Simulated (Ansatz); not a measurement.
Calculated with Ansatz (gas phase, PBE0-D4/def2-TZVP geometries, no zero-point term in ΔE). CCSD(T)/CBS is the MP2 limit (def2-TZVPP, def2-QZVPP) plus CCSD(T) − MP2 in def2-TZVPP, frozen cores. This one scheme is used for every species. Functionals use def2-TZVPP. Triplets are unrestricted, without spin–orbit coupling. def2 core potentials past Kr. For I outer-core shells are correlated without core-valence functions, which leaves a few kJ/mol of doubt a bond. One conformer a species, not always the lowest.

`FC[SiH2]CI` → `FC[SiH2]I` + `[CH2]` (triplet)  (formal loss of a carbene)

`FC[SiH2]CI`:

Cartesian coordinates in Å:
```
F 1.366 1.607 0.657
C 0.094 1.178 1.034
Si -0.127 -0.630 0.527
C 0.135 -0.805 -1.321
I -1.368 0.282 -2.391
H -0.005 1.308 2.116
H -0.642 1.825 0.546
H 0.888 -1.460 1.233
H -1.493 -1.079 0.899
H 0.063 -1.836 -1.664
H 1.091 -0.389 -1.637
```

`FC[SiH2]I`:

```xyz
8

F    -0.905   -0.608   -1.611
C    -0.481    0.428   -0.797
Si    0.586   -0.214    0.626
I    -0.735   -1.645    2.087
H    -1.360    0.959   -0.419
H     0.104    1.130   -1.404
H     1.064    0.952    1.409
H     1.728   -1.003    0.108
```

`[CH2]` (triplet):

```xyz
3

C     0.239    0.133    0.034
H     0.284   -0.891    0.370
H    -0.523    0.758   -0.404
```

| level | ΔE (kJ/mol) |
| --- | --- |
| PBE-D4 | 354.3 |
| PBE0-D4 | 340.8 |
| PBE | 346.1 |
| CCSD(T)/def2-TZVPP | 341.3 |

**Question.** What does CCSD(T)/CBS give? (An estimate is asked.)

**Answer.** The calculation gave: +350.9 kJ/mol. The listed levels differ from it by 3.4, -10.1, -4.8, -9.6 kJ/mol.

Largest T1 diagnostic among the species: 0.011.

In def2-TZVPP, CCSD(T) changes the Hartree–Fock value by +153.1 kJ/mol (the triples alone add +13.8 kJ/mol) and MP2 by +162.5 kJ/mol. From PBE to PBE0 (25 % exact exchange), in def2-TZVPP and without D4, ΔE moves by −12.4 kJ/mol.
